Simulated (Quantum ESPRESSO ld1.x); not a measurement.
Results of a calculation; reference values are marked as such.
Problem. Radial electron density D(r) = 4 pi r^2 rho(r) of an atom or ion with 1 electrons. Code: ld1.x of Quantum ESPRESSO 7.5. Model: scalar-relativistic Kohn-Sham, LDA (Slater exchange, Perdew-Wang correlation), spin-polarised, spherical densities, point nucleus.

```
   r/bohr * D(r) (the largest magnitude, 1.05, reaches the edge; | marks zero)
   0.0563 |   *
  0.06876 |     *
  0.08466 |       *
   0.1034 |          *
   0.1263 |               *
   0.1543 |                    *
   0.1899 |                          *
    0.232 |                                 *
   0.2833 |                                         *
   0.3488 |                                                *
   0.4261 |                                                     *
   0.5204 |                                                      *
   0.6356 |                                                   *
   0.7826 |                                           *
   0.9559 |                                 *
    1.167 |                     *
    1.426 |           *
    1.756 |    *
    2.144 | *
    2.619 *
    3.199 *
    3.939 *
```

What is the nuclear charge?

Solution. Z = 2. The innermost maximum, from 1s, lies near gamma/Z bohr with gamma = sqrt(1 - (Z/c)^2) = 1.000, here 0.5 bohr (found: 0.504), and its height grows with Z. The density is that of the helium ion He+ in 1s1; the configuration itself is not fixed sharply by these data. D(r) has 1 maximum, at r = 0.504 bohr.
